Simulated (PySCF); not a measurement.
# Removing the step error of a finite difference

System: H₄F₃NSi₂ (SMILES N[SiH2][Si](F)(F)F), singlet, geometry from GFN2-xTB, atoms displaced at random by about 0.08 Å a coordinate. Level: PySCF with HF/6-31G, gradient. Sums are taken with unrounded values, so a last digit can differ.

Central differences of the energy along y of atom 7 gave a gradient component of 0.015159 Eh/bohr at step 0.05 and 0.015087 Eh/bohr at step 0.2 (atomic units).

**Question.** Extrapolate to zero step.

**Answer.** The leading error of a symmetric difference goes as h², so A(h) = A0 + c h². Then c = (0.015087 - (0.015159))/(0.2² - 0.05²) = -0.00194 (atomic units) and A0 = 0.015159 - c × 0.05² = 0.015164 Eh/bohr. The analytic value from the same program and level is 0.015164 Eh/bohr: the smaller step missed it by -0.000005, the extrapolation by 0.000000.
